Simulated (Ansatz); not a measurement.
Be(SeH)(GeH3) (BeGeH₄Se), SMILES [GeH3][Be][SeH]. Atoms are numbered in the order given.

```xyz
7

Be     0.0032     0.0853    -0.1168
Se     0.6956     1.2094    -1.6733
H      2.0862     0.8888    -1.2822
Ge    -0.7731    -1.1072     1.5521
H     -0.7372    -2.6311     1.2821
H      0.0194    -0.8849     2.8639
H     -2.2472    -0.7654     1.8831
```
Charge 0, spin multiplicity 1.

Geometry optimised at B3LYP-D3(BJ)/def2-SVP. The structure was generated by enumeration; whether it is a known compound was not checked. One conformer was computed; it need not be the lowest.

Two levels are set side by side: PBE-D3(BJ)/def2-SVP (Ansatz, a first-principles code) and B3LYP-D3(BJ)/def2-SVP (Ansatz). Each level has its own optimised geometry; the coordinates shown are those of the second. Differences are taken from unrounded values.

```tsv
quantity	B3LYP-D3(BJ)	PBE-D3(BJ)	PBE-D3(BJ) minus B3LYP-D3(BJ)
mean bond length (Å)	1.727	1.733	0.007
bond Be1–Se2 (Å)	2.041	2.047	0.006
bond Be1–Ge4 (Å)	2.193	2.195	0.001
bond Se2–H3 (Å)	1.480	1.489	0.010
bond Ge4–H5 (Å)	1.548	1.556	0.008
bond Ge4–H6 (Å)	1.549	1.557	0.008
bond Ge4–H7 (Å)	1.549	1.557	0.008
```

GGA bonds tend to be longer and softer than those of functionals with exact exchange. Differences between two approximate levels are no errors against the true value.
